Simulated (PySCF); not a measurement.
System: C₂H₆B (charge 0, doublet). It need not be the lowest isomer of its formula. 
Geometry from a B3LYP-D3(BJ)/def2-TZVP (Ansatz) optimisation:
```
B
C 1 1.5467
H 2 1.0909 1 114.73
H 2 1.0978 3 109.14 1 -128.79
H 2 1.1004 3 106.07 4 -114.56
C 1 1.5467 2 129.60 3 -157.21
H 6 1.0909 1 114.73 2 157.21
H 6 1.0978 7 109.14 1 128.79
H 6 1.1004 7 106.07 8 114.56
```
Charge 0, spin multiplicity 2.

Dispersion corrections to the total energy (kcal/mol) from the dftd3 and dftd4 libraries through PySCF: D3(BJ) without and D4 with the three-body term, each with the damping fitted for the functional named.

```tsv
functional	D3(BJ)	D4
BHLYP	-3.83	-2.90
CAM-B3LYP	-2.13	-2.16
revPBE	-7.81	-9.46
TPSSh	?	-3.22
HSE06	?	-2.00
BP86	-4.42	-3.38
B2PLYP	-2.25	?
```

Fill in the missing entries.


- TPSSh, D3(BJ): -3.31
- HSE06, D3(BJ): -1.78
- B2PLYP, D4: -1.82
